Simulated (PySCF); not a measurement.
Run record: geometry optimisation, 4-(dimethylamino)thiophenol, `CN(C)c1ccc(S)cc1`.

Method: PBE0-D3(BJ)/def2-SVP geometry optimisation, gas phase (PySCF 2.14.0). Start geometry: GFN2-xTB. A driver script takes a list of jobs; this job's settings line and coordinates (Å) are shown.

Input:
```
{"job": {"xc": "PBE0", "basis": "def2-SVP", "d3": "d3bj", "grid": 1, "kind": "geom"}, "charge": 0, "multiplicity": 1}
C     -2.383483     0.659329    -0.647397
N     -1.569195    -0.231224     0.143237
C     -2.191189    -0.883651     1.270801
C     -0.197631    -0.111805     0.105003
C      0.440521     0.718227    -0.826897
C      1.816283     0.806638    -0.889818
C      2.607096     0.072214    -0.020982
S      4.378670     0.160220    -0.058396
C      1.996684    -0.754265     0.911350
C      0.622964    -0.844105     0.975761
H     -2.244062     1.711815    -0.369436
H     -2.149131     0.543618    -1.707567
H     -3.432182     0.404637    -0.510855
H     -3.272472    -0.823052     1.171868
H     -1.917426    -1.940993     1.298206
H     -1.906295    -0.423122     2.224415
H     -0.132311     1.312219    -1.519268
H      2.272023     1.458433    -1.622444
H      4.452377     1.010208    -1.080048
H      2.606508    -1.329456     1.591705
H      0.193331    -1.498942     1.714993
```

Output:
```
step   0  E = -763.46548334  max force = 0.016012
step   1  E = -763.46756836  max force = 0.002725
step   2  E = -763.46762679  max force = 0.000805
step   3  E = -763.46760984  max force = 0.001525
step   4  E = -763.46763580  max force = 0.000488
step   5  E = -763.46763705  max force = 0.000448
optimisation converged
```

Energies in Eh; «max force» is the largest Cartesian gradient component in Eh/bohr.

Task: How much energy does the optimisation release, in eV?

Result: E(step 0) − E(last step) = 0.002154 Eh, which is 0.059 eV.

In short: final energy -763.46764 Eh after 5 steps; dipole 3.09 D.

Task: Where do the atoms end?

Result: 0.045 Å rms from the input after alignment:
```
atom  x, y, z in Å
C1    -2.4325    0.9019   -0.3873
N2    -1.6257    0.0400    0.4310
C3    -2.2390   -0.6962    1.5018
C4    -0.2508    0.1402    0.3754
C5     0.3906    0.9784   -0.5603
C6     1.7765    1.0620   -0.6268
C7     2.5879    0.3227    0.2371
S8     4.3573    0.3854    0.2092
C9     1.9636   -0.5018    1.1788
C10    0.5797   -0.5897    1.2525
H11   -2.3090    1.9754   -0.1409
H12   -2.1991    0.7785   -1.4587
H13   -3.4908    0.6443   -0.2533
H14   -3.3287   -0.6825    1.3742
H15   -1.9226   -1.7536    1.5036
H16   -2.0080   -0.2777    2.5013
H17   -0.1947    1.5815   -1.2538
H18    2.2273    1.7250   -1.3702
H19    4.4660    1.2347   -0.8329
H20    2.5686   -1.0887    1.8750
H21    0.1446   -1.2433    2.0079
```

Cost: about 5 min of CPU time on one thread; the machine was shared, so the figure is rough.
Labels such as C1 count atoms from 1, the log's own numbers from 0.
